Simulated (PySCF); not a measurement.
## ClFGa, SMILES `[F][Ga][Cl]` (charge 0, multiplicity 2)

Computed with PySCF 2.14.0 with PBE0-D4/def2-TZVP.

```yaml
highest_occupied_spin_orbital: -7.38 eV
dipole_moment: 2.11 D
total_energy: -67607.36 eV
cost: very roughly 2.1 core-minutes
```

Bond lengths (Å): F1–Ga2 1.758, Ga2–Cl3 2.157. Bond angles (°): F1–Ga2–Cl3 117.6.
Charge 0, spin multiplicity 2.
